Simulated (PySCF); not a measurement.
Molecule: `InChI=1S/C3H7NSi2/c4-3-6-2-1-5/h3-4H,6H2,5H3/b4-3-`.

Structure with atom numbers: `[H]/[N:1]=[CH:2]\[SiH2:3][C:4]#[C:5][SiH3:6]`; H(Xn) means a hydrogen on atom n.

Geometry PBE0-D3(BJ)/def2-SVP throughout; GIAO in PySCF 2.14, gas phase, one conformer, non-relativistic; equivalent atoms averaged; basis pcSseg-1.

Problem. How do the shifts δ (against NH3, TMS at the same level) depend on the functional? (a selection of nuclei; ppm; last column core-seconds on shared hosts with different chips, so compare them loosely; the GGAs took longer than the global hybrids here, which isn't the general rule, and the cause wasn't traced)

Solution. 
```csv
functional,kind,N1,C2,C5,C4,Si3,H(N1),H(C2),H(Si3),H(Si6),core-s
HF,Hartree–Fock,468.7,185.9,123.8,115.9,-68.0,13.35,8.82,4.12,4.01,6.9
LDA,LDA,482.5,192.9,123.3,115.7,-85.2,13.69,9.19,4.88,4.52,16
PBE,GGA,455.0,183.1,116.6,110.0,-83.3,13.36,8.99,4.66,4.36,20
BLYP,GGA,455.8,183.4,115.1,108.5,-85.8,13.14,8.83,4.51,4.25,19
BP86,GGA,451.0,183.0,116.5,109.7,-82.6,13.28,8.94,4.65,4.35,19
OPBE,GGA,430.5,175.5,112.2,106.6,-77.6,13.34,9.04,4.64,4.33,20
KT2,GGA,421.9,169.8,108.7,101.7,-80.2,12.73,8.57,4.66,4.35,17
KT3,GGA,414.4,168.2,106.1,100.1,-79.0,12.71,8.58,4.46,4.19,17
B97-D,GGA,433.7,177.7,111.2,104.9,-80.0,13.01,8.81,4.48,4.20,17
B3LYP,global hybrid,462.1,185.6,118.2,111.1,-80.0,13.22,8.83,4.41,4.18,12
PBE0,global hybrid,461.2,185.3,119.9,112.7,-76.6,13.42,8.96,4.51,4.27,12
mPW1PW91,global hybrid,459.6,185.3,119.7,112.4,-75.8,13.36,8.93,4.47,4.23,12
WP04,global hybrid,434.9,185.6,112.9,105.9,-74.4,12.61,8.46,3.87,3.64,10
B97-2,global hybrid,445.6,181.2,116.0,109.2,-75.6,13.20,8.86,4.42,4.18,10
BHandHLYP,global hybrid,468.0,187.2,121.3,113.7,-74.1,13.26,8.80,4.26,4.09,9.9
CAM-B3LYP,range-separated hybrid,468.7,188.8,121.2,113.7,-77.2,13.30,8.81,4.35,4.15,14
wB97X-D,range-separated hybrid,458.8,186.0,119.9,112.3,-74.2,13.38,8.87,4.41,4.19,13
LC-wPBE,range-separated hybrid,461.7,190.2,124.9,117.2,-71.5,13.42,8.85,4.33,4.11,18
```

Problem. Which nucleus among those listed moves most, in ppm?

Solution. N1 (imine nitrogen): from 414.4 ppm with KT3 to 482.5 ppm with LDA. The smallest spread is 0.73 ppm, at H(C2). Proton shifts span only some 12 ppm, so a few tenths of a ppm matter as much there as several ppm in carbon.
